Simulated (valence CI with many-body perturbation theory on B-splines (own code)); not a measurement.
# Level structure of Tc XXVIII

Calculated by configuration interaction combined with many-body perturbation theory (CI+MBPT): six valence electrons over a frozen Dirac-Fock core [Ne], a basis of 9 s, 9 p, 8 d, 6 f, 3 g, 1 h functions for each j, with the one-electron correlation potential Σ1 (screened to all orders), the two-electron term Σ2, the three-electron term Σ3, Breit, model QED; selected single and double excitations, second order for the rest, scaled by the run's own slope (own B-spline code, finite nucleus).

The last digits are not significant, and no measured levels were compared; by estimate large intervals hold to a few tenths of a per cent, small ones and those within an open d or f shell to about a per cent. Among the levels kept, up to 1600 cm⁻¹ of a level comes from second order outside the variational space, and about a tenth of that is noise between levels of different J, which matters for small intervals.

Levels 1 to 37 of 37, with energies above the lowest level, (3s^2 3p1/2^2 3p3/2^2) J=2. "Leading %" is the weight of the configuration and term that name the level; weights of strongly mixed levels are sums over their largest components and can fall short. In the jj column 3d3/2^4 stands for four electrons in 3d with j = 3/2.

| No. | Configuration | Term | J | E (cm⁻¹) | Leading % | g | Leading jj |
| --- | --- | --- | --- | --- | --- | --- | --- |
| 1 | 3s²3p⁴ | ³P | 2 | 0 | 76 | 1.385 | 3s^2 3p1/2^2 3p3/2^2 (96 %) |
| 2 | 3s²3p⁴ | ³P | 0 | 69978 | 50 |  | 3s^2 3p1/2^2 3p3/2^2 (94 %) |
| 3 | 3s²3p⁴ | ³P | 1 | 197710 | 98 | 1.498 | 3s^2 3p1/2 3p3/2^3 (98 %) |
| 4 | 3s²3p⁴ | ¹D | 2 | 241480 | 76 | 1.109 | 3s^2 3p1/2 3p3/2^3 (96 %) |
| 5 | 3s²3p⁴ | ¹S | 0 | 473090 | 49 |  | 3s^2 3p3/2^4 (94 %) |
| 6 | 3s3p⁵ | ³P° | 2 | 809380 | 74 | 1.492 | 3s 3p1/2^2 3p3/2^3 (74 %) |
| 7 | 3s3p⁵ | ³P° | 1 | 864630 | 37 | 1.316 | 3s 3p1/2^2 3p3/2^3 (44 %) |
| 8 | 3s²3p³3d | ³F° | 2 | 916540 | 30 | 1.070 | 3s^2 3p1/2^2 3p3/2 3d3/2 (85 %) |
| 9 | 3s²3p³3d | ⁵D° | 0 | 925740 | 56 |  | 3s^2 3p1/2^2 3p3/2 3d3/2 (76 %) |
| 10 | 3s²3p³3d | ⁵D° | 3 | 928820 | 40 | 1.280 | 3s^2 3p1/2^2 3p3/2 3d3/2 (67 %) |
| 11 | 3s²3p³3d | ⁵D° | 1 | 966870 | 56 | 1.410 | 3s^2 3p1/2^2 3p3/2 3d3/2 (40 %) |
| 12 | 3s²3p³3d | ⁵D° | 4 | 967270 | 55 | 1.360 | 3s^2 3p1/2^2 3p3/2 3d5/2 (84 %) |
| 13 | 3s²3p³3d | ⁵D° | 2 | 1002800 | 44 | 1.314 | 3s^2 3p1/2^2 3p3/2 3d5/2 (60 %) |
| 14 | 3s3p⁵ | ³P° | 0 | 1017800 | 68 |  | 3s 3p1/2 3p3/2^4 (68 %) |
| 15 | 3s²3p³3d | ³G° | 3 | 1055600 | 35 | 1.080 | 3s^2 3p1/2^2 3p3/2 3d5/2 (41 %) |
| 16 | 3s²3p³3d | ¹P° | 1 | 1062900 | 30 | 1.121 | 3s 3p1/2 3p3/2^4 (41 %) |
| 17 | 3s²3p³3d | ³D° | 1 | 1083200 | 76 | 0.719 | 3s^2 3p1/2 3p3/2^2 3d3/2 (43 %) |
| 18 | 3s²3p³3d | ³F° | 2 | 1091800 | 47 | 0.963 | 3s^2 3p1/2 3p3/2^2 3d3/2 (88 %) |
| 19 | 3s²3p³3d | ¹S° | 0 | 1100200 | 60 |  | 3s^2 3p1/2 3p3/2^2 3d3/2 (63 %) |
| 20 | 3s²3p³3d | ³F° | 3 | 1112300 | 66 | 1.139 | 3s^2 3p1/2 3p3/2^2 3d3/2 (72 %) |
| 21 | 3s²3p³3d | ³D° | 3 | 1132500 | 63 | 1.242 | 3s^2 3p1/2 3p3/2^2 3d5/2 (81 %) |
| 22 | 3s²3p³3d | ³G° | 4 | 1144800 | 60 | 1.185 | 3s^2 3p1/2 3p3/2^2 3d5/2 (60 %) |
| 23 | 3s²3p³3d | ³D° | 1 | 1147300 | 71 | 0.698 | 3s^2 3p1/2^2 3p3/2 3d5/2 (31 %) |
| 24 | 3s²3p³3d | ³F° | 4 | 1163300 | 55 | 1.176 | 3s^2 3p1/2 3p3/2^2 3d5/2 (47 %) |
| 25 | 3s²3p³3d | ¹G° | 4 | 1188700 | 42 | 1.114 | 3s^2 3p1/2 3p3/2^2 3d5/2 (73 %) |
| 26 | 3s²3p³3d | ³F° | 2 | 1201700 | 41 | 0.938 | 3s^2 3p1/2 3p3/2^2 3d3/2 (78 %) |
| 27 | 3s²3p³3d | ³G° | 5 | 1203400 | 98 | 1.197 | 3s^2 3p1/2 3p3/2^2 3d5/2 (98 %) |
| 28 | 3s²3p³3d | ³P° | 1 | 1245000 | 27 | 1.361 | 3s^2 3p1/2 3p3/2^2 3d5/2 (44 %) |
| 29 | 3s²3p³3d | ³P° | 0 | 1257100 | 56 |  | 3s^2 3p1/2 3p3/2^2 3d5/2 (55 %) |
| 30 | 3s²3p³3d | ³D° | 2 | 1270600 | 56 | 1.224 | 3s^2 3p1/2 3p3/2^2 3d5/2 (86 %) |
| 31 | 3s²3p³3d | ³P° | 2 | 1282500 | 43 | 1.156 | 3s^2 3p1/2 3p3/2^2 3d3/2 (38 %) |
| 32 | 3s²3p³3d | ³D° | 3 | 1290600 | 42 | 1.121 | 3s^2 3p1/2 3p3/2^2 3d5/2 (48 %) |
| 33 | 3s²3p³3d | ³D° | 3 | 1301400 | 52 | 1.183 | 3s^2 3p1/2 3p3/2^2 3d5/2 (77 %) |
| 34 | 3s²3p³3d | ³P° | 2 | 1315300 | 34 | 1.160 | 3s^2 3p1/2 3p3/2^2 3d5/2 (44 %) |
| 35 | 3s²3p³3d | ³P° | 1 | 1322100 | 51 | 1.385 | 3s^2 3p1/2 3p3/2^2 3d3/2 (68 %) |
| 36 | 3s²3p³3d | ¹F° | 3 | 1338300 | 43 | 1.115 | 3s^2 3p1/2 3p3/2^2 3d3/2 (39 %) |
| 37 | 3s²3p³3d | ³S° | 1 | 1358700 | 46 | 1.480 | 3s^2 3p1/2 3p3/2^2 3d5/2 (38 %) |

The ionisation energy to 3s²3p³ ⁴S°3/2 of the next ion comes out as 1482.1 eV (NIST: 1479.5 ± 2 eV (semi-empirical)). All 37 levels together are meant to be complete up to 1391600 cm⁻¹.
